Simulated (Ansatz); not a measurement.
Ideal-gas functions of C2H3NSSi, SMILES `N#C[SiH]1CS1` at 500 K and 1 bar, from an Ansatz frequency run at PBE0-D4/def2-TZVP.

Molar mass 101.21 g/mol, point group C1 (symmetry number 1), electronic degeneracy 1, moments of inertia 64.105, 265.02, 281.072 u Å². Harmonic wavenumbers (cm⁻¹, unscaled): 123, 142, 346, 352, 518, 572, 598, 628, 759, 809, 862, 960, 1012, 1419, 2302, 2330, 3130, 3218.

Use S(trans) = R[1.5 ln M + 2.5 ln T − 1.1517]; rotational temperatures θ = 24.2544 K / I; S(rot) = R[ln(√π/σ · √(T³/θAθBθC)) + 1.5]; for each mode x = 1.438777 ν̃/T, S = R[x/(eˣ − 1) − ln(1 − e⁻ˣ)] and H = RT x/(eˣ − 1); 1 cm⁻¹ = 0.0119627 kJ/mol; R = 8.31446 J/(mol·K).

**Question.** By hand: the entropy, in J/(mol·K).

**Answer.** Translation 177.2. Rotation: θ = 0.3784, 0.0915, 0.0863 K, giving 118.9. Vibration, mode by mode: 16.99, 15.81, 8.69, 8.55, 5.72, 5.05, 4.76, 4.44, 3.30, 2.94, 2.61, 2.09, 1.86, 0.72, 0.08, 0.08, 0.01, 0.01, in all 83.7. Electronic 0.0. Sum 379.8 J/(mol·K).

**Question.** By hand: H − E and G − E in kJ/mol, counted from the electronic energy.

**Answer.** Zero-point energy ½ × 20080 × 0.0119627 = 120.1; thermal vibration 23.1; translation, rotation and pV give 4 RT = 16.6. H − E = 159.8 kJ/mol, and G − E = 159.8 − 500 × 379.8/1000 = -30.1 kJ/mol.

Vibration gives 22 % of the entropy, 32.8 J/(mol·K) of it from the modes under 150 cm⁻¹: soft modes count most, and the harmonic formula is weakest for them. The sum counts one conformer and one mirror image; others add a mixing term.
